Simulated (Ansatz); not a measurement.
Ansatz (an electronic-structure program) input for Zn(Et)(SH) (C2H6SZn), SMILES C[CH2][Zn][SH], PBE/def2-SVPD. Geometry optimised at PBE-D3(BJ)/def2-SVP. The isomer is the one that the SMILES or the coordinates give; other isomers of the formula were not compared. The values are those of a single conformer.

Ansatz 0.2 input:
```yaml
crystal:
  periodic: [false, false, false]
  atoms:
    - {symbol: Zn, position_ang: [0.06171336, -0.00512515, 0.18325006]}
    - {symbol: C, position_ang: [0.77089770, -1.66288874, -0.56635116]}
    - {symbol: C, position_ang: [0.51722864, -1.85939587, -2.06656524]}
    - {symbol: H, position_ang: [0.33226657, -2.50134161, 0.01835494]}
    - {symbol: H, position_ang: [1.86082353, -1.68395123, -0.34622985]}
    - {symbol: H, position_ang: [0.97284408, -1.05341710, -2.67854163]}
    - {symbol: H, position_ang: [-0.56520863, -1.87477392, -2.31105369]}
    - {symbol: H, position_ang: [0.94236255, -2.81901324, -2.43476773]}
    - {symbol: S, position_ang: [-0.71915584, 1.87630055, 1.01640556]}
    - {symbol: H, position_ang: [-1.61675379, 1.19915058, 1.78974577]}
basis:
  gaussian:
    orbitals: def2-SVPD
hamiltonian:
  xc: {name: PBE}
```

Log of the run:

```
WARN ansatz: RAYON_NUM_THREADS=1 ignored (pool sized by the plan → 1); use --threads N
Functional definition: PBE
integrals: 0.09 GiB planned
1371 factors; their error is unknown
mean field: 0.54 GiB planned
mean field evaluation 1: about -61385.8415 eV, gradient 8.8e1 eV
mean field evaluation 2: about -61326.5422 eV, gradient 1.7e2 eV
mean field evaluation 4: about -61400.3776 eV, gradient 2.1e1 eV
mean field evaluation 8: about -61401.4834 eV, gradient 9.3e-2 eV
mean field evaluation 16: about -61401.4236 eV, gradient 7.4e-5 eV
mean field -61401.42360775 eV, -2256.4606982052 hartree, gradient 7.4e-5 eV, S^2 0.000000; 0 other end points of the search recorded, 0 dependent functions left out
reference -61401.42366858 eV, -2256.4607004404 hartree; 32, 32 occupied and 117, 117 virtual orbitals, 1371 factors
Total energy: -61401.42366858 eV, -2256.4607004404 hartree
```

Self-consistency was reached.

Cost: roughly 4 core-seconds.
